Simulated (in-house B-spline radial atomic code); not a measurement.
Configurations of I IX (I8+), with energies counted from [Kr] 4d9. Method: Dirac-Hartree-Fock, average of configuration, Fermi nucleus of rms radius 4.75 fm. Calculated with a radial B-spline atomic code at the basis-set limit. Energies include first-order Breit, QED and recoil terms.

Occupations are held fixed; configurations that lie above the ionisation limit could autoionise.

```
            configuration  E - E(ref) (eV)  highest orbital  its <r> (bohr)
   [Ar] 3d10 4s2 4p5 4d10            89.21            4d5/2          0.8781
             [Kr] 4d8 6p1           114.91            6p3/2           3.072
             [Kr] 4d8 5f1           119.42            5f7/2           2.668
             [Kr] 4d8 6g1           143.09            6g7/2           4.798
[Ar] 3d10 4s2 4p5 4d9 6s1           197.12            6s1/2           2.819
    [Ar] 3d9 4s2 4p6 4d10           578.91            4d5/2          0.8577
```

(1) Order these further configurations by energy, lowest first.
A. [Kr] 4d8 7p1
B. [Kr] 4d8 5g1
C. [Ar] 3d10 4s2 4p5 4d9 8f1
D. [Ar] 3d10 4s2 4p5 4d9 7g1
E. [Ar] 3d10 4s2 4p5 4d9 4f1

(2) How far above the reference does [Kr] 4d8 7g1 lie?

(3) How far above the reference does [Kr] 4d8 8f1 lie?

## Answers

(1) B (129.6 eV), A (135.29 eV), E (171.25 eV), D (240.56 eV), C (243.63 eV).

(2) 151.28 eV; its least bound orbital is 7g7/2 with <r> = 6.939 bohr.

(3) 154.37 eV; its least bound orbital is 8f7/2 with <r> = 8.682 bohr.
